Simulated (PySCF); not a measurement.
Geometries of 2 isomers of CNZn (doublet state), from PBE0-D3(BJ)/def2-SVP geometry optimisation, gas phase (PySCF). One conformer each, no zero-point energy, no frequencies.

Question: Which isomer lies lower at this level?
A.
```xyz
3
angstrom
N     -0.916   -1.009    0.018
C     -0.171   -0.116   -0.001
Zn     1.094    1.400   -0.036
```
B.
```xyz
3
angstrom
C     -1.208   -0.617   -0.185
N     -0.199   -0.027   -0.032
Zn     1.413    0.919    0.198
```

Answer: A. That is `N#[C][Zn]` (zinc cyanide radical), 5.7 kcal/mol below the other.

| SMILES | atoms numbered as above | E (Eh) | relative (kcal/mol) | relative (kJ/mol) | dipole (D) | ⟨S²⟩ |
| --- | --- | --- | --- | --- | --- | --- |
| N#[C][Zn] | [N:1]#[C:2][Zn:3] | -1871.50874 | 0.0 | 0.0 | 4.69 | 0.753 |
| [C-]#[N+][Zn] | [C-:1]#[N+:2][Zn:3] | -1871.49966 | 5.7 | 23.8 | 5.12 | 0.752 |
